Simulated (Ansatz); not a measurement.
Consider the ligand exchange at the Si–O bond: `O[SiH]1[CH2][GeH2]1` + HCl → `Cl[SiH]1[CH2][GeH2]1` + H₂O.

Gas-phase electronic energies from Ansatz, PBE0-D4/def2-TZVP geometries. CCSD(T)/CBS is the MP2 limit (def2-TZVPP, def2-QZVPP) plus CCSD(T) − MP2 in def2-TZVPP, frozen cores. This one scheme is used for every species. Functionals use def2-TZVPP. For Ge outer-core shells are correlated without core-valence functions, which leaves a few kJ/mol of doubt a bond. Scalar relativity is left out up to krypton. One conformer a species, not always the lowest.

| level | ΔE (kJ/mol) |
| --- | --- |
| r2SCAN-D4 | -8.3 |
| PBE0 | -12.6 |
| HF/def2-QZVPP | -2.2 |
| MP2/def2-QZVPP | -13.4 |

What does CCSD(T)/CBS give? (An estimate is asked.)

Computed: -11.7 kJ/mol. The listed levels differ from it by 3.4, -0.9, 9.5, -1.7 kJ/mol.

Largest T1 diagnostic among the species: 0.012.

In def2-TZVPP, CCSD(T) changes the Hartree–Fock value by −3.8 kJ/mol (the triples alone add −1.3 kJ/mol) and MP2 by −7.9 kJ/mol.

CCSD(T)/CBS has its own doubt, a few kJ/mol and more with outer-core shells, so smaller differences from it don't rank the levels.
